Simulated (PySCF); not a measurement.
Working out the ionisation energy of Zn¹³⁺

Zn¹³⁺ [Ne] 3s2 3p5 (2P) → Zn¹⁴⁺ [Ne] 3s2 3p4 (3P). Computed with PySCF 2.14 in an uncontracted even-tempered set (19 s from 0.81 bohr⁻², ratio 2.5; 12 p from 1.1 bohr⁻², ratio 2.5; 5 d from 7 bohr⁻², ratio 2.7; 4 f from 11 bohr⁻², ratio 2.7), with scalar relativity by spin-free X2C-1e. Frozen: 1s2; the 22 highest virtual orbitals dropped. Energies in hartree (1 hartree = 27.21139 eV):

```
             part  Zn¹³⁺ (lower)  Zn¹⁴⁺ (upper)
              UHF   -1718.826343   -1702.193627
MP2 opposite-spin      -0.405086      -0.380602
    MP2 same-spin      -0.151497      -0.141222
```

**Question.** What does Hartree-Fock give?

**Answer.** (-1702.193627) − (-1718.826343) = 16.632716 hartree = 452.599 eV.

**Question.** What do MP2 and SCS-MP2 (6/5 opposite-spin, 1/3 same-spin) give?

**Answer.** The opposite-spin parts differ by 0.666 eV and the same-spin parts by 0.280 eV. MP2: 452.599 + (0.666) + (0.280) = 453.545 eV. SCS-MP2: 452.599 + 1.2 × (0.666) + (0.280)/3 = 453.492 eV.

A first-order spin-orbit estimate adds -0.051 eV to MP2 (outer shells), giving 453.494 eV against 453.4 ± 0.3 eV (semi-empirical (NIST evaluation); NIST Atomic Spectra Database, ionization energies).

What remains against the reference includes basis incompleteness, the frozen core and correlation beyond second order.
